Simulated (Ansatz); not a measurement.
Molecular dynamics of H6C3F4

The input (input.yaml):

```yaml
crystal:
  lattice:
    - [8.936591, 0.0, 0.0]
    - [0.0, 8.936591, 0.0]
    - [0.0, 0.0, 8.936591]
  atoms:
    - { symbol: C, position: [0.17674647, 0.02871107, 0.35505976] }
    - { symbol: C, position: [0.33001656, 0.06426932, 0.28823018] }
    - { symbol: H, position: [0.13006737, 0.12730977, 0.41090489] }
    - { symbol: H, position: [0.09643676, -0.00602122, 0.26859391] }
    - { symbol: H, position: [0.18273866, -0.06124845, 0.43886727] }
    - { symbol: H, position: [0.38046805, -0.03430327, 0.23458267] }
    - { symbol: H, position: [0.32180759, 0.15280638, 0.20296579] }
    - { symbol: H, position: [0.40811669, 0.10361705, 0.37475433] }
    - { symbol: C, position: [0.99154746, 0.26544459, 0.91693098] }
    - { symbol: C, position: [0.8408748, 0.18655678, 0.89995857] }
    - { symbol: H, position: [0.97892279, 0.38755455, 0.91089051] }
    - { symbol: H, position: [1.04443945, 0.23900885, 1.02484576] }
    - { symbol: H, position: [1.07018088, 0.23236092, 0.82826542] }
    - { symbol: H, position: [0.85265291, 0.06440098, 0.90627472] }
    - { symbol: H, position: [0.76223104, 0.22061047, 0.98813509] }
    - { symbol: H, position: [0.78871768, 0.21283515, 0.79187127] }
    - { symbol: C, position: [0.63017439, 0.57568345, 0.99412832] }
    - { symbol: C, position: [0.62905996, 0.57292749, 0.82342686] }
    - { symbol: H, position: [0.63033937, 0.6912103, 1.03661629] }
    - { symbol: H, position: [0.53190716, 0.51869726, 1.04121389] }
    - { symbol: H, position: [0.73036226, 0.51997527, 1.03858695] }
    - { symbol: H, position: [0.62823684, 0.45812961, 0.77936806] }
    - { symbol: H, position: [0.53077454, 0.63106675, 0.77736239] }
    - { symbol: H, position: [0.72833439, 0.62874316, 0.77837827] }
    - { symbol: C, position: [0.09438695, 0.78817468, 0.91257955] }
    - { symbol: F, position: [0.13116546, 0.64316984, 0.91131377] }
    - { symbol: F, position: [0.01534014, 0.82045939, 0.78989421] }
    - { symbol: F, position: [0.01205927, 0.81758749, 1.03400511] }
    - { symbol: F, position: [0.21870624, 0.8712725, 0.91473184] }
    - { symbol: C, position: [0.85397743, 0.32372875, 0.3992081] }
    - { symbol: F, position: [0.85753976, 0.1988618, 0.3171513] }
    - { symbol: F, position: [0.99007314, 0.35313853, 0.45467601] }
    - { symbol: F, position: [0.81056159, 0.4375699, 0.31290386] }
    - { symbol: F, position: [0.75780138, 0.30624123, 0.51249434] }
    - { symbol: C, position: [0.74763546, 0.78838766, 0.44148897] }
    - { symbol: F, position: [0.6436703, 0.68099623, 0.43346747] }
    - { symbol: F, position: [0.86460177, 0.75285481, 0.3553857] }
    - { symbol: F, position: [0.68888774, 0.91788204, 0.39544465] }
    - { symbol: F, position: [0.79388947, 0.80272603, 0.58292748] }
basis:
  ecutwfc: 420.0
kpoints:
  mp_grid: { grid: [1, 1, 1] }
hamiltonian:
  xc: pbe
  dispersion: d3bj
scf:
  occupations: { method: fermi_dirac, width: 0.02 }
  lower_state_search: "off"
md:
  timestep: 0.5
  n_steps: 220
  ensemble: nvt_langevin
  temperature: 1000.0
  initial_velocities: maxwell_boltzmann
  seed: 562366
  friction: 0.02
```

Run as:

```bash
$ ansatz run input.yaml --threads 1 --pin off --max-ram 3072MiB --backend cpu --events-out ev --progress --plain --runs-dir out
```

It starts from a partly relaxed structure (largest force component 0.07 eV/Å).

Output, in part (step lines):

```
md step     0: t =     0.00 fs  T =   974.4 K  F+E_penalty+E_count = -12245.61183830 eV  E_kin = 4.911880 eV  (10 SCF iters)
md step     1: t =     0.50 fs  T =   984.7 K  F+E_penalty+E_count = -12245.55832137 eV  E_kin = 4.964084 eV  (7 SCF iters)
md step     2: t =     1.00 fs  T =   944.2 K  F+E_penalty+E_count = -12245.40064591 eV  E_kin = 4.759892 eV  (7 SCF iters)
md step     3: t =     1.50 fs  T =   913.6 K  F+E_penalty+E_count = -12245.16516375 eV  E_kin = 4.605756 eV  (7 SCF iters)
md step     4: t =     2.00 fs  T =   838.8 K  F+E_penalty+E_count = -12244.88238242 eV  E_kin = 4.228316 eV  (7 SCF iters)
md step     5: t =     2.50 fs  T =   771.7 K  F+E_penalty+E_count = -12244.58547307 eV  E_kin = 3.890118 eV  (5 SCF iters)
md step     6: t =     3.00 fs  T =   762.6 K  F+E_penalty+E_count = -12244.31250533 eV  E_kin = 3.844495 eV  (6 SCF iters)
md step     7: t =     3.50 fs  T =   729.1 K  F+E_penalty+E_count = -12244.08821826 eV  E_kin = 3.675724 eV  (5 SCF iters)
[... lines left out ...]
```

The steps, from the saved trajectory:

```
time (fs)  T (K)  potential energy less start (eV)
      0.0    974                             0.000
      3.5    729                             1.524
      7.0    542                             2.854
     10.5    566                             2.560
     14.0    739                             2.070
     17.5    720                             2.043
     21.0    616                             2.382
     24.5    594                             2.534
     28.0    577                             2.912
     31.5    716                             2.424
     35.0    668                             2.542
     38.5    760                             2.241
     42.0    777                             2.189
     45.5    817                             1.769
     49.0    786                             2.427
     52.5    690                             3.162
     56.0    859                             2.377
     59.5    760                             2.532
     63.0    798                             3.056
     66.5    707                             3.002
     70.0    820                             2.834
     73.5    840                             2.950
     77.0    809                             2.757
     80.5    836                             2.634
     84.0    801                             2.562
     87.5    747                             2.839
     91.0    844                             3.061
     94.5    745                             3.702
     98.0    816                             3.150
    101.5    897                             2.679
    105.0    770                             3.208
    108.5    738                             3.406
```

All steps were run. The mean temperature of the second half is 21 % below the set value. A run of 0.11 ps of so small a system gives no equilibrium averages. Limits of this set-up: coarse k mesh.

Mean squared displacements from the first frame to the last, about the centre of mass: C 0.37 Å², H 2.58 Å², F 0.22 Å².

Last frame:

```xyz
39
Lattice="8.9366 0.0000 0.0000 0.0000 8.9366 0.0000 0.0000 0.0000 8.9366" Properties=species:S:1:pos:R:3
C 0.966 -0.017 2.629
C 2.299 -0.207 1.905
H 0.347 -0.991 2.774
H 0.848 0.428 3.567
H 0.421 0.430 1.887
H 3.155 -0.298 2.643
H 2.368 -1.110 1.148
H 2.655 0.795 1.399
C 8.883 2.337 8.792
C 7.596 2.129 7.855
H 9.298 3.318 8.313
H 8.423 2.515 9.776
H 9.592 1.517 8.811
H 7.251 1.064 7.778
H 6.737 2.744 8.195
H 7.940 2.402 6.833
C 5.835 5.232 9.172
C 5.540 5.338 7.619
H 4.894 5.015 9.652
H 6.537 4.383 9.595
H 6.140 6.136 9.701
H 6.569 5.283 7.104
H 4.708 4.701 7.177
H 5.059 6.343 7.385
C 0.927 7.359 7.819
F 0.997 6.038 7.878
F 0.339 7.759 6.727
F 0.126 7.958 8.773
F 2.203 7.820 7.818
C 7.500 2.712 3.641
F 7.214 1.500 3.190
F 8.634 2.690 4.185
F 7.298 3.541 2.733
F 6.603 2.794 4.607
C 6.743 6.767 3.845
F 5.797 5.890 4.061
F 7.559 6.428 2.806
F 6.302 7.986 3.447
F 7.453 6.924 5.075
```

Time of the run: 7.4 min on 1 thread of Intel(R) Xeon(R) 6975P-C (Granite Rapids), on a shared host, peak memory 0.62 GiB.
